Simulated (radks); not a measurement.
The numbers below are computed, except where a source is named.
Task: Be+, configuration [He] 2s1 (the NIST ground configuration). Level of theory: non-relativistic Kohn-Sham, PBE, spin-polarised, spherical densities, point nucleus; open shells are filled with parallel spins first (a radial shooting solver on a logarithmic mesh with Libxc functionals). Some entries of the table are withheld. Estimate them.

orbital,occ.,eigenvalue (hartree),<r^2> (bohr^2),<r> (bohr)
1s up,1,-4.32913,0.2404,(1)
1s down,1,-4.31038,0.2400,(2)
2s up,1,(3),5.967,2.254
2p up,0,-0.38388,6.694,(4)

Result: 
(1) 1s up <r> (bohr): 0.4199
(2) 1s down <r> (bohr): 0.4197
(3) 2s up eigenvalue (hartree): -0.53183
(4) 2p up <r> (bohr): 2.346
